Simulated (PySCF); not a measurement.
Ga(H)(SiH3)2 (GaH7Si2), SMILES [SiH3][GaH][SiH3].

Geometry optimised at PBE-D3(BJ)/def2-SVP.

The numbers are results of PBE-D3(BJ)/def2-SVP run with PySCF 2.14.0, not measurements.

Frequencies are harmonic and unscaled.

Computed vibrational spectrum:
```json
[
 {"mode": "1", "ν (cm⁻¹)": "9", "IR (km/mol)": "0.1", "moving atoms (share of kinetic energy)": "H 89 %"},
 {"mode": "2", "ν (cm⁻¹)": "23", "IR (km/mol)": "0.3", "moving atoms (share of kinetic energy)": "H 87 %, Si 9 %"},
 {"mode": "3", "ν (cm⁻¹)": "78", "IR (km/mol)": "1.5", "moving atoms (share of kinetic energy)": "Si 46 %, H 32 %, Ga 22 %"},
 {"mode": "4", "ν (cm⁻¹)": "274", "IR (km/mol)": "33.3", "moving atoms (share of kinetic energy)": "H 96 %"},
 {"mode": "5", "ν (cm⁻¹)": "286", "IR (km/mol)": "1.4", "moving atoms (share of kinetic energy)": "Si 71 %, Ga 16 %, H 13 %"},
 {"mode": "6", "ν (cm⁻¹)": "336", "IR (km/mol)": "28.1", "moving atoms (share of kinetic energy)": "Si 48 %, Ga 36 %, H 16 %"},
 {"mode": "7", "ν (cm⁻¹)": "368", "IR (km/mol)": "0.0", "moving atoms (share of kinetic energy)": "H 88 %, Si 12 %"},
 {"mode": "8", "ν (cm⁻¹)": "391", "IR (km/mol)": "10.6", "moving atoms (share of kinetic energy)": "H 88 %, Si 9 %"},
 {"mode": "9", "ν (cm⁻¹)": "482", "IR (km/mol)": "3.3", "moving atoms (share of kinetic energy)": "H 83 %, Si 10 %"},
 {"mode": "10", "ν (cm⁻¹)": "485", "IR (km/mol)": "1.8", "moving atoms (share of kinetic energy)": "H 84 %, Si 13 %"},
 {"mode": "11", "ν (cm⁻¹)": "590", "IR (km/mol)": "193.8", "moving atoms (share of kinetic energy)": "H 93 %"},
 {"mode": "12", "ν (cm⁻¹)": "807", "IR (km/mol)": "334.9", "moving atoms (share of kinetic energy)": "H 91 %, Si 9 %"},
 {"mode": "13", "ν (cm⁻¹)": "831", "IR (km/mol)": "77.9", "moving atoms (share of kinetic energy)": "H 92 %, Si 8 %"},
 {"mode": "14", "ν (cm⁻¹)": "894", "IR (km/mol)": "21.1", "moving atoms (share of kinetic energy)": "H 98 %"},
 {"mode": "15", "ν (cm⁻¹)": "896", "IR (km/mol)": "38.3", "moving atoms (share of kinetic energy)": "H 98 %"},
 {"mode": "16", "ν (cm⁻¹)": "905", "IR (km/mol)": "1.5", "moving atoms (share of kinetic energy)": "H 97 %"},
 {"mode": "17", "ν (cm⁻¹)": "907", "IR (km/mol)": "65.7", "moving atoms (share of kinetic energy)": "H 98 %"},
 {"mode": "18", "ν (cm⁻¹)": "1867", "IR (km/mol)": "207.5", "moving atoms (share of kinetic energy)": "H 99 %"},
 {"mode": "19", "ν (cm⁻¹)": "2124", "IR (km/mol)": "104.9", "moving atoms (share of kinetic energy)": "H 98 %"},
 {"mode": "20", "ν (cm⁻¹)": "2126", "IR (km/mol)": "8.1", "moving atoms (share of kinetic energy)": "H 98 %"},
 {"mode": "21", "ν (cm⁻¹)": "2145", "IR (km/mol)": "146.2", "moving atoms (share of kinetic energy)": "H 97 %"},
 {"mode": "22", "ν (cm⁻¹)": "2146", "IR (km/mol)": "13.4", "moving atoms (share of kinetic energy)": "H 97 %"},
 {"mode": "23", "ν (cm⁻¹)": "2155", "IR (km/mol)": "57.5", "moving atoms (share of kinetic energy)": "H 96 %"},
 {"mode": "24", "ν (cm⁻¹)": "2156", "IR (km/mol)": "115.9", "moving atoms (share of kinetic energy)": "H 96 %"}
]
```
